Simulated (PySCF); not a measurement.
**Structure elucidation problem**

Molecular formula: C₅H₃FO₂. Simulated spectra:

1H NMR (500 MHz, computed): δ 7.31 (m, 2H), 5.15 (m, 1H).

13C{1H} NMR (computed): δ 201.3, 154.5, 90.9.

How the numbers were obtained: σ from GIAO-PBE0/pcSseg-1, coordinates at the GFN2-xTB level, in PySCF 2.14 (one conformer, averaged over atoms made equivalent by symmetry, fast rotation or ring inversion, relativity neglected, in vacuum).

References, each an isolated molecule treated in the same way: TMS for 1H, 13C.

Question: Choose the structure that fits.
A. C=C(F)C#CC(=O)O
B. O=C1C=CC(=O)C1F
C. O=Cc1ccc(F)o1
D. O=C(F)c1ccoc1

Answer: B. 

- The formula gives 4 degrees of unsaturation (1 ring in the answer).
- 3 carbon signals for 5 carbons: some carbons are equivalent by symmetry or fast rotation.
- Carbon types of the structure: 2 × C, 3 × CH, which accounts for all hydrogens.
- δC 201.3: ketone carbonyl carbon; the double bond to the heteroatom, with no lone-pair donor beside it, deshields it most.
- δC 154.5: β carbon of a C=C–C=O unit; conjugation with the carbonyl draws π density from the β position.
- δC 90.9: sp3 CH bonded to F, α to a carbonyl; pulled downfield by the heteroatom.
- δH 7.31: hydrogen on a β carbon of a C=C–C=O unit; olefinic region.
- δH 5.15: hydrogen on an sp3 CH bonded to F, α to a carbonyl; its carbon carries F, hence the downfield position.

The others: O=Cc1ccc(F)o1 would give 5 carbon signals, not 3; C=C(F)C#CC(=O)O would give 5 carbon signals, not 3; O=C(F)c1ccoc1 would give 5 carbon signals, not 3.

Splittings by 19F in the carbon and heteronuclear signals aren't shown, as no couplings were computed. Shifts are as computed. Against solution values, carbons near 30 ppm lie about +3 ppm off and those near 130 ppm about +5 ppm. Of 1211 compounds with measured shifts, 218 miss one by over three times the rms of a fit or turn the order of signals round; such compounds aren't used in these exercises. Multiplicities follow the n + 1 count of equivalent neighbours, as no J values were calculated; m marks all less simple cases, F and P coupling included.
